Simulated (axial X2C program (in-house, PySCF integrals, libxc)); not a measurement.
## Worked dissociation energy of LiGa: CCSD, scalar-relativistic

Computed with an axial X2C code built on PySCF integrals. Spin-free means the one-electron spin-free X2C Hamiltonian. Basis: Ga dyall-cv3z [9s9p7d4f1g], Li dyall-cv3z [7s8p2d] (cores contracted in-house); Gaussian nuclei, density fitting, unrestricted open shells. Masses: Ga 68.926 u, Li 7.016 u.

Molecular state: M_S = 0, Λ = 0 (closed shell).

Correlated methods: 14 electrons correlated (number of frozen shells: Ga 3 s, 2 p; Li 1 s), 234 virtual spin orbitals or spinors in MP2, 88 natural virtuals in coupled cluster.

- E(Ga) (2M_S = 1, M_L = 0): -1942.732291 hartree
- E(Li) (2M_S = 1, M_L = 0): -7.433417 hartree
- E(LiGa) at Re: -1950.199765 hartree
- ωe: 280.6 cm⁻¹
- ωexe: 1.51 cm⁻¹

Task: Work out De and D0.

Result: De = -1942.732291 + (-7.433417) − (-1950.199765) = 0.03406 hartree = 0.927 eV. The zero-point energy is ωe/2 − ωexe/4 = 140 cm⁻¹ = 0.017 eV, so D0 = 0.909 eV.

Occupations by symmetry block were frozen at the best pattern of an incomplete PBE0 search. Closed shells are restricted here (equal orbitals for both partners); the stretched side of such a curve lies too high. Dissociation energies refer to the lowest single-determinant-based atoms at the same level and basis. CCSD ran in a truncated set of natural virtual spinors with an MP2 remainder; without triples it tends to underbind. Other states lie close and PBE0, whose exact exchange favours high spin, may order them wrongly; the determinant shown need not be the ground state. The nearest other spin-free determinant of the search, M_S = 1, Λ = 1, lies 0.18 eV up at the distance of the search. Spin-free De lacks the spin–orbit lowering of the heavy p-block atom, a tenth of an eV or more for 4p and 5p, up to an eV for 6p and one to two eV for 7p atoms, less what an open-shell molecule gains itself.

Each atomic determinant is the lowest at this level and need not be a pure term. Totals compare only within one Hamiltonian and basis.
